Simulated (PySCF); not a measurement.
C3H9Si, SMILES C[Si](C)C, multiplicity 2.

Geometry optimised at r2SCAN-D4/def2-SVP.

Two levels are set side by side: PBE/def2-TZVP (PySCF) and PBE0/def2-TZVP (PySCF). Same geometry, gas phase. Differences are taken from unrounded values.

```json
[
 {"quantity": "α-spin orbital gap (eV)", "PBE0": "6.29", "PBE": "4.42", "PBE minus PBE0": "-1.87"},
 {"quantity": "β-spin orbital gap (eV)", "PBE0": "7.03", "PBE": "4.82", "PBE minus PBE0": "-2.21"},
 {"quantity": "dipole moment (D)", "PBE0": "0.67", "PBE": "0.71", "PBE minus PBE0": "0.03"},
 {"quantity": "mean polarisability (bohr³)", "PBE0": "67.2", "PBE": "69.6", "PBE minus PBE0": "2.4"}
]
```

Loosely held outer electrons make PBE densities more polarisable. Differences between two approximate levels are no errors against the true value.

Rough cost on one machine, each run with all the roots and properties that it gave: PBE0 against PBE within a factor of 2.
